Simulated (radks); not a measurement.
A nucleus of charge 23.6 with 21 electrons, 21 electrons, occupied as [Ar] 3d3.

Calculated with a radial shooting solver on a logarithmic mesh with Libxc functionals: scalar-relativistic Kohn-Sham, PBEsol, spin-polarised, spherical densities, point nucleus; open shells are filled with parallel spins first.

Energy parts (eV):
total: -27396.237
kinetic: 27662.769
electron-nucleus: -64728.879
Hartree: 10907.069
exchange-correlation: -1237.197

Orbitals (lengths in bohr, moments of r in powers of bohr; r(90%) holds 90 % of the orbital's charge):
orbital  occ.  eigenvalue (eV)  r(90%)      <r>
1s down     1        -5694.553   0.116  0.06473
1s up       1        -5694.538   0.116  0.06473
2s up       1        -670.6118   0.465   0.2995
2s down     1        -669.3438   0.464   0.2990
2p up       3        -567.1910   0.436   0.2658
2p down     3        -566.2200   0.435   0.2653
3s up       1        -102.8589    1.36   0.9119
3s down     1         -99.5822    1.37   0.9135
3p up       3         -75.1163    1.49   0.9673
3p down     3         -71.8795    1.49   0.9706
3d up       3         -32.6803    1.95    1.167
3d down     0         -29.5828    2.01    1.193

The highest occupied level is 3d up at -32.680 eV. The density falls to 0.001 e/bohr^3 at r = 2.89 bohr. Summed over all electrons, <r^2> = 14.40 bohr^2, which gives a Langevin (diamagnetic) susceptibility term of -11.4 x 10^-6 cm^3/mol.
